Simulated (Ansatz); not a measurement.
Consider the formal exchange of groups at a B–C bond: `BCO[SiH2][AlH2]` + `CC[SiH2]C` → `BCC[SiH2]C` + `CO[SiH2][AlH2]`.

Computed with Ansatz on PBE0-D4/def2-TZVP structures; ΔE is electronic, products minus reactants. CCSD(T)/CBS adds triple-zeta CCSD(T) − MP2 to the extrapolated MP2 energy (def2 sets, frozen cores). DFT in def2-TZVPP. B3LYP here is the variant with VWN-RPA as its local correlation; programs differ in this. One conformer a species, not always the lowest.

```
         level  ΔE (kJ/mol)
     r2SCAN-D4          0.6
      B3LYP-D4          0.0
       ωB97M-V         -1.6
CCSD/CBS(def2)         -4.0
```

Question: What does CCSD(T)/CBS give? (Estimate.)

Answer: The calculation gave: -3.3 kJ/mol. The listed levels differ from it by 3.9, 3.3, 1.7, -0.7 kJ/mol.

Largest T1 diagnostic among the species: 0.012.
